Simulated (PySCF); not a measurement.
PySCF 2.14 output of an unrestricted PBE calculation on a single atom or ion in x2c-QZVPPall, with scalar relativity by spin-free X2C-1e:

```
SCF conv_tol = 1e-09
number electrons alpha = 40  beta = 39
    J. P. Perdew, K. Burke, and M. Ernzerhof.,  Phys. Rev. Lett. 77, 3865 (1996)
    J. P. Perdew, K. Burke, and M. Ernzerhof.,  Phys. Rev. Lett. 78, 1396 (1997)
    J. P. Perdew, K. Burke, and M. Ernzerhof.,  Phys. Rev. Lett. 77, 3865 (1996)
    J. P. Perdew, K. Burke, and M. Ernzerhof.,  Phys. Rev. Lett. 78, 1396 (1997)
cycle= 1 E= -20884.3155981583  delta_E= -0.0544  |g|= 0.195  |ddm|= 0.983
cycle= 2 E= -20884.314844273  delta_E= 0.000754  |g|= 0.238  |ddm|= 0.425
cycle= 3 E= -20884.3173901539  delta_E= -0.00255  |g|= 0.0044  |ddm|= 0.221
cycle= 4 E= -20884.3173906258  delta_E= -4.72e-07  |g|= 0.000889  |ddm|= 0.00276
cycle= 5 E= -20884.3173907376  delta_E= -1.12e-07  |g|= 0.000236  |ddm|= 0.00121
cycle= 6 E= -20884.3173907443  delta_E= -6.73e-09  |g|= 1.56e-06  |ddm|= 0.000277
cycle= 7 E= -20884.3173907443  delta_E= 2.91e-11  |g|= 1.4e-07  |ddm|= 2.46e-06
converged SCF energy = -20884.3173907443  <S^2> = 0.75040443  2S+1 = 2.0004044
```

The run itself started from symmetry-adapted Hartree-Fock orbitals and held the occupation by maximum overlap, on a logarithmic radial grid, so the iterations belong to that start.

Q: Which element, charge and spin multiplicity is this?

A: Pb³⁺ (lead, charge +3), multiplicity 2; the state was [Xe] 4f14 5d10 6s1, 2S determinant.

Spin-orbit coupling, which splits the p, d and f shells strongly at this Z, is absent.
